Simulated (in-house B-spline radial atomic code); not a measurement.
**Nb III (Nb2+): [Ne] 3s2 (3p1/2)1 (3p3/2)4 3d10 4s2 4p6 4d4 (with a hole in an inner shell)**

All numbers are computed (Dirac-Kohn-Sham relativistic LDA, spherical fractional occupations; Fermi nucleus of rms radius 4.324 fm) with a B-spline radial code for spherical atoms, not measured.

Screening seen three ways: the hydrogenic charge with the same mean radius, Z_r = [3n² - l(l+1)]/(2<r>), the one with the same energy, Z_e = n√(-2ε), and Slater's rules. Values are occupation-weighted means over j. An effective charge above Z reflects the relativistic contraction of the inner shells.

```json
{"shell": "1s", "electrons": "2", "ε (eV)": "-18750", "<r> (bohr)": "0.03622", "Z_r": "41.42", "Z_e": "37.12", "Slater": "40.70"}
{"shell": "2s", "electrons": "2", "ε (eV)": "-2663", "<r> (bohr)": "0.1581", "Z_r": "37.95", "Z_e": "27.98", "Slater": "36.85"}
{"shell": "2p", "electrons": "6", "ε (eV)": "-2389", "<r> (bohr)": "0.1377", "Z_r": "36.30", "Z_e": "26.50", "Slater": "36.85"}
{"shell": "3s", "electrons": "2", "ε (eV)": "-473.7", "<r> (bohr)": "0.4413", "Z_r": "30.59", "Z_e": "17.70", "Slater": "30.10"}
{"shell": "3p", "electrons": "5", "ε (eV)": "-381.14", "<r> (bohr)": "0.4435", "Z_r": "28.18", "Z_e": "15.88", "Slater": "30.10"}
{"shell": "3d", "electrons": "10", "ε (eV)": "-233.96", "<r> (bohr)": "0.4257", "Z_r": "24.66", "Z_e": "12.44", "Slater": "20.85"}
{"shell": "4s", "electrons": "2", "ε (eV)": "-80.536", "<r> (bohr)": "1.124", "Z_r": "21.34", "Z_e": "9.73", "Slater": "14.10"}
{"shell": "4p", "electrons": "6", "ε (eV)": "-55.807", "<r> (bohr)": "1.246", "Z_r": "18.45", "Z_e": "8.10", "Slater": "14.10"}
{"shell": "4d", "electrons": "4", "ε (eV)": "-21.183", "<r> (bohr)": "1.731", "Z_r": "12.13", "Z_e": "4.99", "Slater": "4.95"}
```

The least bound orbital is 4d5/2 at -21.09 eV, and it is also the most diffuse (<r> = 1.737 bohr). The part-filled 3p shell lies below the filled 4p shell in orbital energy.

For the 1s electron the small component carries 2.22 % of the norm, the zero-frequency Breit interaction raises the level by 35.29 eV, self-energy by 19.33 eV, and vacuum polarisation lowers it by 2.195 eV.
